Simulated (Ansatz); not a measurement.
Computed with Ansatz on PBE0-D4/def2-TZVP structures; ΔE is electronic, products minus reactants. CBS: MP2 limit from def2 TZ/QZ plus the TZ coupled-cluster correction, frozen cores. Elements past krypton have def2 core potentials. For In, Ta outer-core shells are correlated without core-valence functions, which leaves a few kJ/mol of doubt a bond. Each species was taken in one conformer, which may not be the lowest.

Consider the substitution at a C–N bond: `CC(C)(C)[N]=[Ta]([NH2])([NH2])[OH]` + `[NH2][In]([F])[F]` → `CC(C)(C)[NH][In]([F])[F]` + `[NH]=[Ta]([NH2])([NH2])[OH]`.

```csv
species,HF/def2-TZVPP energy (Eh)
`CC(C)(C)[N]=[Ta]([NH2])([NH2])[OH]`,-454.56394
`[NH2][In]([F])[F]`,-443.88049
`CC(C)(C)[NH][In]([F])[F]`,-600.06550
`[NH]=[Ta]([NH2])([NH2])[OH]`,-298.36951
```

(1) Work out ΔE.

Largest T1 diagnostic among the species: 0.018.

## Answers

(1) ΔE = (-600.06550) + (-298.36951) − (-454.56394) − (-443.88049) = 0.00942 Eh = +5.9 kcal/mol. CCSD(T)/CBS gives +4.8 kcal/mol.

Leaving LDA and LC-ωPBE aside and taking each functional with its dispersion term where it has one, the values, not all of them listed here, spread over 1.9 kcal/mol, from ωB97M-V to B2PLYP. LDA lies −1.8 kcal/mol from PBE without D4.
